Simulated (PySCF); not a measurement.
## Deuteron quadrupole couplings in `CO[C@@H](C#N)[Si@H](N)O[SiH3]`

Compound: C₃H₁₀N₂O₂Si₂.
Atom-mapped SMILES: `[CH3:1][O:2][C@@H:3]([C:4]#[N:5])[Si@H:6]([NH2:7])[O:8][SiH3:9]` (hydrogens: H10, H11, H12 on C1; H13 on C3; H14 on Si6; H15, H16 on N7; H17, H18, H19 on Si9)

Cartesian coordinates in Å at the GFN2-xTB level; atoms count from 1:
```
atom  x, y, z in Å
C1     3.2271    0.0730   -0.0396
O2     1.9568    0.2713   -0.6121
C3     0.9065   -0.3849    0.0832
C4     0.6876    0.1480    1.3985
N5     0.4989    0.5897    2.4387
Si6   -0.6551   -0.1439   -1.0171
N7    -0.7906    1.5543   -1.1853
O8    -1.9481   -0.7483   -0.2679
Si9   -3.1806   -0.7451    0.7974
H10    3.2674    0.4526    0.9876
H11    3.4959   -0.9911   -0.0344
H12    3.9343    0.6226   -0.6586
H13    1.1325   -1.4579    0.1911
H14   -0.5187   -0.9789   -2.2086
H15    0.0511    2.0894   -1.3258
H16   -1.5621    1.9545   -1.6936
H17   -3.3756   -2.1637    1.0888
H18   -4.3198   -0.1720    0.0799
H19   -2.8170    0.0397    1.9703
```

Level: PBE0/pcSseg-1 (PySCF, non-relativistic); Q(2H) = 0.00286 b; rigid geometry, the same for H and D, with no vibrational averaging.

Problem. Rank these positions by the coupling χzz of a deuteron there, largest first.
A. H12 (methyl hydrogen)
B. H15 (N–H hydrogen)
C. H17 (Si–H hydrogen)
D. H10 (methyl hydrogen)

Solution. B (286 kHz), A (205 kHz), D (192 kHz), C (108 kHz).

Problem. What are Vzz, η and χzz (234.96 MHz × Q × Vzz) at all hydrogens?

Solution. 
```
atom  bonded to  bond length (Å)  Vzz (au)     η  χzz (kHz)
 H10         C1            1.096    0.2862  0.09        192
 H11         C1            1.098    0.2881  0.09        194
 H12         C1            1.089    0.3051  0.07        205
 H13         C3            1.102    0.2808  0.08        189
 H14        Si6            1.461    0.1594  0.03        107
 H15         N7            1.007    0.4254  0.16        286
 H16         N7            1.007    0.4299  0.16        289
 H17        Si9            1.461    0.1611  0.02        108
 H18        Si9            1.463    0.1598  0.03        107
 H19        Si9            1.457    0.1612  0.03        108
```

Problem. Average by the element that carries the hydrogen.

Solution. on C: 195 kHz over 4 positions, mean bond length 1.096 Å; on Si: 108 kHz over 4 positions, mean bond length 1.461 Å; on N: 287 kHz over 2 positions, mean bond length 1.007 Å.

Isolated species at its GFN2-xTB geometry (one conformer only). GFN2-xTB bond lengths can be off by several hundredths of an ångström, more for odd bonds, and the gradients follow them. The small basis limits the accuracy of the gradients.
